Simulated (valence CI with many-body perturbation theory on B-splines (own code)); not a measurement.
## E1 transitions of Kr22+

Method: relativistic CI+MBPT: four valence electrons over a frozen Dirac-Fock core [Ne], a basis of 11 s, 11 p, 9 d, 7 f, 5 g, 2 h, 1 i functions for each j, with the one-electron correlation potential Σ1, the two-electron term Σ2, the three-electron term Σ3, Breit, model QED; selected CI, second order for the rest (own B-spline code, finite nucleus).

No measured spectrum was set against this ion. As an estimate, levels of excited configurations hold to 0.05 to 0.15 % of their energy, terms of the ground configuration to about 0.5 %.

Lines 51 to 100 of 214 in falling wavelength, among levels below 186.76 eV, chosen from the strongest by gf and those to the six lowest levels. Wavelengths and rates use the calculated energies, so an error of 400 cm⁻¹ moves a line at 16.90 nm by 0.068 % and its rate by three times that or more. Electric multipoles are in the length gauge, E1 and E2 with the static RPA response of the core. Weak lines are less certain than strong ones. Lines between different terms over intervals too small for the method are left out, as are lines whose strength nearly cancels. Where a level lies close to another of its J and parity, the split of strength between their lines is uncertain. The highest levels of a list are the least certain.

Names give the largest LS component (configuration and term), which can be under half, so a name can repeat, a term be missing and a line seem to break the LS rules; names also repeat where a configuration has a term twice. Letters in brackets count levels of one name in rising energy.

| λ vac (nm) | Upper | Lower | A (s⁻¹) | S (a.u.) |
| --- | --- | --- | --- | --- |
| 16.90 | 3s3p²3d ³D_2 [b] | 3s²3p3d ³P°_2 [a] | 2.95e+09 | 3.52e-02 |
| 16.71 | 3s3p²3d ³D_3 [a] | 3s²3p3d ³F°_3 | 1.42e+09 | 2.30e-02 |
| 16.69 | 3s3p²3d ³G_3 | 3s²3p3d ³F°_2 | 1.23e+10 | 1.98e-01 |
| 16.66 | 3s²3p3d ³F°_2 | 3s²3p² ¹D_2 | 4.31e+09 | 4.92e-02 |
| 16.65 | 3s3p²3d ³F_2 [b] | 3s²3p3d ³F°_2 | 8.35e+09 | 9.52e-02 |
| 16.65 | 3s3p³ ³S°_1 | 3s²3p² ¹D_2 | 2.94e+08 | 2.01e-03 |
| 16.64 | 3s3p²3d ³P_1 [b] | 3s²3p3d ³P°_2 [a] | 7.31e+09 | 4.99e-02 |
| 16.56 | 3s3p³ ³P°_0 | 3s²3p² ³P_1 | 1.27e+10 | 2.84e-02 |
| 16.47 | 3s3p²3d ¹G_4 | 3s²3p3d ³F°_3 | 2.88e+09 | 5.70e-02 |
| 16.46 | 3s3p²3d ³F_2 [c] | 3s²3p3d ³D°_1 | 7.95e+09 | 8.74e-02 |
| 16.36 | 3s3p³ ³P°_2 [a] | 3s²3p² ³P_1 | 1.40e+04 | 1.52e-07 |
| 16.32 | 3s3p³ ³P°_1 | 3s²3p² ³P_1 | 1.10e+10 | 7.09e-02 |
| 16.24 | 3s3p²3d ¹F_3 | 3s²3p3d ³F°_3 | 4.80e+09 | 7.10e-02 |
| 16.22 | 3s3p²3d ³P_2 [b] | 3s²3p3d ³P°_2 [a] | 2.47e+09 | 2.60e-02 |
| 16.12 | 3s²3p3d ³P°_1 [a] | 3s²3p² ¹S_0 | 5.39e+09 | 3.34e-02 |
| 16.10 | 3p⁴ ³P_1 | 3s3p³ ³D°_2 | 5.14e+09 | 3.17e-02 |
| 16.09 | 3s3p²3d ³F_2 [c] | 3s²3p3d ³P°_1 [a] | 1.32e+10 | 1.36e-01 |
| 16.08 | 3p⁴ ³P_0 | 3s3p³ ³D°_1 | 1.31e+10 | 2.70e-02 |
| 16.06 | 3s3p²3d ³D_2 [a] | 3s²3p3d ³F°_3 | 2.12e+09 | 2.17e-02 |
| 15.98 | 3s3p²3d ³D_3 [a] | 3s²3p3d ³F°_2 | 4.82e+09 | 6.79e-02 |
| 15.93 | 3s²3p3d ³F°_3 | 3s²3p² ¹D_2 | 3.06e+07 | 4.28e-04 |
| 15.92 | 3s3p²3d ³F_3 [b] | 3s²3p3d ³P°_2 [a] | 2.69e+10 | 3.75e-01 |
| 15.90 | 3s3p²3d ⁵D_2 | 3s3p³ ³D°_3 | 3.30e+09 | 3.28e-02 |
| 15.76 | 3s²3p3d ³D°_1 | 3s²3p² ¹S_0 | 2.90e+09 | 1.68e-02 |
| 15.58 | 3s3p²3d ³D_3 [b] | 3s²3p3d ³F°_3 | 2.88e+09 | 3.77e-02 |
| 15.57 | 3s3p²3d ³G_3 | 3s3p³ ³P°_2 [b] | 9.80e+09 | 1.28e-01 |
| 15.55 | 3s3p²3d ¹F_3 | 3s²3p3d ³F°_2 | 4.05e+09 | 5.27e-02 |
| 15.42 | 3s3p³ ³P°_2 [b] | 3s²3p² ³P_2 | 6.43e+08 | 5.82e-03 |
| 15.38 | 3s3p²3d ³D_2 [a] | 3s²3p3d ³F°_2 | 3.20e+09 | 2.88e-02 |
| 15.27 | 3s3p²3d ⁵D_1 | 3s3p³ ³D°_2 | 5.13e+09 | 2.70e-02 |
| 15.09 | 3s3p²3d ³D_1 [b] | 3s²3p3d ³F°_2 | 1.57e+10 | 8.00e-02 |
| 15.02 | 3p⁴ ³P_2 | 3s3p³ ⁵S°_2 | 5.36e+08 | 4.48e-03 |
| 14.95 | 3s3p²3d ³D_3 [a] | 3s3p³ ³P°_2 [b] | 1.94e+09 | 2.24e-02 |
| 14.83 | 3s3p³ ³P°_2 [b] | 3s²3p² ³P_1 | 4.24e+08 | 3.41e-03 |
| 14.79 | 3s3p²3d ³P_2 [b] | 3s²3p3d ³F°_3 | 2.12e+10 | 1.69e-01 |
| 14.74 | 3s3p²3d ³D_2 [b] | 3s²3p3d ³F°_2 | 4.49e+09 | 3.55e-02 |
| 14.68 | 3s3p³ ³P°_1 | 3s²3p² ³P_0 | 3.50e+09 | 1.64e-02 |
| 14.55 | 3s²3p3d ³P°_2 [a] | 3s²3p² ¹D_2 | 6.16e+09 | 4.68e-02 |
| 14.54 | 3s3p²3d ³F_3 [b] | 3s²3p3d ³F°_3 | 3.12e+10 | 3.31e-01 |
| 14.50 | 3s²3p3d ³P°_1 [a] | 3s²3p² ¹D_2 | 2.39e+10 | 1.08e-01 |
| 14.47 | 3s3p²3d ⁵F_1 | 3s3p³ ⁵S°_2 | 1.31e+08 | 5.86e-04 |
| 14.46 | 3s²3p3d ³F°_2 | 3s²3p² ³P_2 | 3.72e+09 | 2.78e-02 |
| 14.46 | 3s3p³ ³S°_1 | 3s²3p² ³P_2 | 7.32e+10 | 3.28e-01 |
| 14.45 | 3s3p²3d ³P_1 [a] | 3s3p³ ³P°_2 [a] | 2.02e+10 | 9.01e-02 |
| 14.30 | 3s3p²3d ³P_1 [a] | 3s3p³ ³P°_0 | 4.95e+09 | 2.14e-02 |
| 14.25 | 3s²3p3d ³P°_1 [b] | 3s²3p² ¹S_0 | 2.05e+08 | 8.79e-04 |
| 14.21 | 3s3p²3d ³P_2 [b] | 3s²3p3d ³F°_2 | 1.06e+10 | 7.51e-02 |
| 14.21 | 3s²3p3d ³D°_1 | 3s²3p² ¹D_2 | 3.87e+10 | 1.64e-01 |
| 14.19 | 3s3p²3d ⁵P_3 | 3s3p³ ³D°_3 | 4.14e+09 | 4.09e-02 |
| 14.19 | 3s3p²3d ⁵F_2 | 3s3p³ ⁵S°_2 | 1.25e+09 | 8.80e-03 |
